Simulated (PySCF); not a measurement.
# Two-component Hartree-Fock for Cd³⁰⁺ (cadmium, charge +30)

Start: [Ar]. Calculated with PySCF 2.14 in an uncontracted even-tempered set (18 s from 1.7 bohr⁻², ratio 2.6; 14 p from 2.1 bohr⁻², ratio 2.6; 6 d from 2.2 bohr⁻², ratio 2.8; 3 f from 41 bohr⁻², ratio 2.8): generalised Hartree-Fock with the X2C-1e Hamiltonian and a Gaussian nucleus; spin-orbit coupling (SO) screened by Boettger's factors.

| spinor shell | electrons | ε, screened SO (eV) | weight of nominal j (screened SO) | rms radius, screened SO (bohr) |
| --- | --- | --- | --- | --- |
| 1s1/2 | 2 | -28340.8 | 1.000 | 0.0348 |
| 2s1/2 | 2 | -5533.6 | 1.000 | 0.141 |
| 2p1/2 | 2 | -5251.9 | 1.000 | 0.122 |
| 3s1/2 | 2 | -2013.3 | 1.000 | 0.347 |
| 3p1/2 | 2 | -1900.2 | 1.000 | 0.336 |
| 3p3/2 | 4 | -1854.7 | 1.000 | 0.344 |

Problem. Where does 2p3/2 lie, and what is the 2p spin-orbit splitting (screened SO)?

Solution. At -5054.1 eV, 197.78 eV above 2p1/2.

```csv
quantity,screened SO
E (hartree),-4951.47321
M_J,0
⟨J²⟩,0.000
⟨L²⟩,0.008
⟨S²⟩,0.008
```

Breit and QED terms are absent; they matter most for the inner s and p1/2 levels.

Densities and radii are taken from the X2C orbitals without a picture-change correction, which distorts them close to the nucleus.
